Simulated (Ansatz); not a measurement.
Relaxation of the cluster GeI2 with UKS B3LYP-D4/def2-TZVP.

```sh
$ ansatz run in.yaml --threads 4 --pin off --events-out ev --progress --plain --max-ram 3916MiB
```

```yaml
crystal:
  periodic: [false, false, false]
  atoms:
    - {symbol: Ge, position_ang: [-0.783159, -0.604885, 0.420015]}
    - {symbol: I, position_ang: [-0.814317, 0.792559, -1.752673]}
    - {symbol: I, position_ang: [1.597476, -0.187674, 1.332658]}
basis:
  gaussian: {orbitals: def2-TZVP}
magnetization: {spin_polarized: true, initial_magnetization: 2}
hamiltonian: {xc: {name: B3LYP}, dispersion: d4}
scf: {lower_state_search: "off"}
output: {orbitals: {seedname: orbitals}}
relax: {f_tol: 0.02, max_steps: 100}
```

It took 12 s on 4 threads of Arm Neoverse V2 on a shared host.

Positions (Å) and forces (eV/Å) at steps 1, 2, 3, 4 of 4:

```xyz
3
step=1 energy=-72727.1137 eV
Ge   -0.783   -0.605    0.420    0.345    0.266   -0.185
I    -0.814    0.793   -1.753   -0.305   -0.079   -0.077
I     1.597   -0.188    1.333   -0.040   -0.187    0.262
3
step=2 energy=-72727.2178 eV
Ge   -0.669   -0.517    0.359    0.230    0.178   -0.124
I    -0.978    0.792   -1.859   -0.039   -0.120    0.160
I     1.647   -0.275    1.500   -0.192   -0.058   -0.036
3
step=3 energy=-72727.2288 eV
Ge   -0.641   -0.495    0.344    0.052    0.040   -0.028
I    -0.994    0.782   -1.854   -0.036   -0.016    0.001
I     1.635   -0.287    1.510   -0.016   -0.024    0.027
3
step=4 energy=-72727.2312 eV
Ge   -0.619   -0.478    0.332    0.000    0.000    0.000
I    -1.019    0.779   -1.866   -0.010    0.004   -0.013
I     1.638   -0.301    1.534    0.010   -0.004    0.013
```

In the def2 sets I takes a core potential; there is no spin–orbit coupling. The relaxation made no stability test and no search for a lower SCF solution. At B3LYP-D4/def2-TZVP a singlet of charge 0 lies 2.05 eV below the triplet, each at its own geometry. The structure comes from a short search, and lower isomers may exist.
